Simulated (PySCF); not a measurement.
1,2-difluorocyclobutene (C₄H₄F₂), SMILES C1C(=C(F)C1)F. Heavy atoms are numbered as in [F:1][C:2]1=[C:3]([F:4])[CH2:5][CH2:6]1. Hydrogens are named by the atom that carries them.

Geometry optimised at B3LYP-D3(BJ)/def2-SVP.

These are PySCF with PBE/pcSseg-1 values and carry that method's errors.

GIAO shieldings, no solvent; atoms alike by connectivity are averaged. δ = σ(ref) − σ: ¹⁹F against CFCl3 (σ = 133.6 ppm); ¹³C against TMS (σ = 182.0 ppm); ¹H against TMS (σ = 31.49 ppm), references at their B3LYP-D3(BJ)/def2-TZVP geometries, non-relativistic.

Computed chemical shifts:
```csv
nucleus,atoms,count,δ (ppm)
¹⁹F,F1,2,-137.4
¹³C,C2,2,133.0
¹³C,C5 (CH2),2,29.6
¹H,H on C5,4,2.64
```
